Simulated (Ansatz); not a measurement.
Born–Oppenheimer molecular dynamics of Cl₂H₂Sn (5 atoms, charge 0, multiplicity 1). It starts from a rough guess of a transition structure, not a stationary point.

All numbers below come from Ansatz, UHF/def2-SVP.

```json
{"ensemble": "NVE (velocity Verlet)", "time step": "0.5 fs", "steps asked": "150", "starting velocities drawn for": "1000 K", "seed": "854158"}
```

Frames 0.5 fs apart, positions in Å, forces in eV/Å.

Velocities at 65.0 fs (Å/ps):

```
Sn 1.76 -0.90 -0.67
Cl -0.86 -1.66 1.19
Cl -0.71 1.82 3.49
H -69.57 -6.37 -43.73
H -82.06 106.08 -42.19
```

```xyz
5
Properties=species:S:1:pos:R:3:forces:R:3 time_fs=65.0 energy_less_start_eV=-1.080 T=3745
Sn 0.296 -0.690 0.753 -1.45 -0.99 2.12
Cl 1.693 1.092 0.495 1.28 1.43 -0.68
Cl 0.096 -1.876 -1.216 0.17 -0.44 -1.44
H -5.574 3.350 -2.298 0.47 -4.35 1.89
H -5.638 3.949 -2.558 -0.47 4.35 -1.89
5
Properties=species:S:1:pos:R:3:forces:R:3 time_fs=65.5 energy_less_start_eV=-1.254 T=4179
Sn 0.297 -0.691 0.753 -1.46 -0.99 2.16
Cl 1.692 1.091 0.495 1.29 1.44 -0.69
Cl 0.095 -1.875 -1.215 0.17 -0.46 -1.48
H -5.608 3.342 -2.318 0.12 -1.08 0.43
H -5.680 4.007 -2.582 -0.12 1.08 -0.43
5
Properties=species:S:1:pos:R:3:forces:R:3 time_fs=66.0 energy_less_start_eV=-1.232 T=4138
Sn 0.298 -0.691 0.753 -1.47 -0.99 2.21
Cl 1.692 1.091 0.496 1.31 1.46 -0.69
Cl 0.095 -1.874 -1.213 0.16 -0.47 -1.51
H -5.642 3.331 -2.337 -0.15 1.36 -0.50
H -5.722 4.068 -2.606 0.15 -1.36 0.50
5
Properties=species:S:1:pos:R:3:forces:R:3 time_fs=66.5 energy_less_start_eV=-1.082 T=3771
Sn 0.299 -0.692 0.753 -1.48 -0.98 2.24
Cl 1.692 1.090 0.497 1.32 1.48 -0.70
Cl 0.095 -1.873 -1.212 0.16 -0.49 -1.55
H -5.676 3.323 -2.356 -0.31 2.84 -0.97
H -5.763 4.126 -2.629 0.31 -2.84 0.97
5
Properties=species:S:1:pos:R:3:forces:R:3 time_fs=67.0 energy_less_start_eV=-0.907 T=3332
Sn 0.299 -0.692 0.752 -1.48 -0.98 2.28
Cl 1.692 1.089 0.497 1.33 1.49 -0.70
Cl 0.094 -1.873 -1.210 0.16 -0.51 -1.58
H -5.712 3.322 -2.378 -0.40 3.66 -1.17
H -5.804 4.176 -2.650 0.40 -3.66 1.17
5
Properties=species:S:1:pos:R:3:forces:R:3 time_fs=67.5 energy_less_start_eV=-0.777 T=3002
Sn 0.300 -0.693 0.752 -1.49 -0.97 2.31
Cl 1.692 1.089 0.497 1.33 1.49 -0.70
Cl 0.094 -1.872 -1.209 0.15 -0.53 -1.61
H -5.747 3.330 -2.403 -0.44 4.07 -1.22
H -5.844 4.218 -2.668 0.44 -4.07 1.22
5
Properties=species:S:1:pos:R:3:forces:R:3 time_fs=68.0 energy_less_start_eV=-0.727 T=2875
Sn 0.301 -0.693 0.752 -1.49 -0.96 2.34
Cl 1.692 1.089 0.498 1.33 1.50 -0.70
Cl 0.094 -1.871 -1.208 0.15 -0.54 -1.64
H -5.785 3.348 -2.431 -0.46 4.21 -1.18
H -5.883 4.251 -2.683 0.46 -4.21 1.18
5
Properties=species:S:1:pos:R:3:forces:R:3 time_fs=68.5 energy_less_start_eV=-0.768 T=2978
Sn 0.302 -0.694 0.752 -1.48 -0.95 2.37
Cl 1.692 1.089 0.498 1.34 1.50 -0.70
Cl 0.093 -1.871 -1.207 0.15 -0.55 -1.66
H -5.823 3.375 -2.462 -0.45 4.12 -1.08
H -5.920 4.273 -2.696 0.45 -4.12 1.08
5
Properties=species:S:1:pos:R:3:forces:R:3 time_fs=69.0 energy_less_start_eV=-0.889 T=3285
Sn 0.302 -0.694 0.752 -1.48 -0.94 2.39
Cl 1.692 1.089 0.498 1.33 1.50 -0.70
Cl 0.093 -1.870 -1.206 0.15 -0.57 -1.69
H -5.862 3.413 -2.495 -0.41 3.75 -0.91
H -5.957 4.285 -2.706 0.41 -3.75 0.91
5
Properties=species:S:1:pos:R:3:forces:R:3 time_fs=69.5 energy_less_start_eV=-1.057 T=3706
Sn 0.303 -0.695 0.752 -1.47 -0.92 2.41
Cl 1.692 1.089 0.498 1.33 1.50 -0.70
Cl 0.093 -1.869 -1.205 0.14 -0.58 -1.71
H -5.902 3.459 -2.530 -0.32 2.97 -0.66
H -5.993 4.289 -2.713 0.32 -2.97 0.66
5
Properties=species:S:1:pos:R:3:forces:R:3 time_fs=70.0 energy_less_start_eV=-1.202 T=4063
Sn 0.303 -0.696 0.752 -1.47 -0.91 2.43
Cl 1.693 1.089 0.499 1.32 1.49 -0.70
Cl 0.093 -1.869 -1.204 0.14 -0.59 -1.72
H -5.943 3.513 -2.567 -0.16 1.48 -0.29
H -6.027 4.285 -2.719 0.16 -1.48 0.29
5
Properties=species:S:1:pos:R:3:forces:R:3 time_fs=70.5 energy_less_start_eV=-1.224 T=4103
Sn 0.304 -0.696 0.753 -1.46 -0.89 2.44
Cl 1.693 1.089 0.499 1.32 1.48 -0.70
Cl 0.092 -1.868 -1.204 0.14 -0.59 -1.74
H -5.984 3.570 -2.605 0.11 -1.04 0.17
H -6.062 4.278 -2.725 -0.11 1.04 -0.17
```

Of the whole run (75 fs, mean temperature of the second half 3848 K): The conserved energy stayed within 4.4 meV per atom of its start (net change -0.15 meV per atom), so there is no drift, though single steps change it by up to 22 meV in the whole system, a sign of fast motions only just resolved. The system heated up, since it started high on the potential surface and ran downhill. A run of 0.075 ps of so small a system gives no equilibrium averages. The orbitals stay closed-shell, which can raise the energy where a bond breaks towards radicals; this wasn't checked here.

Time of the run: 3.5 min on 1 thread of Arm Neoverse V2 (shared host), peak memory 0.17 GiB.
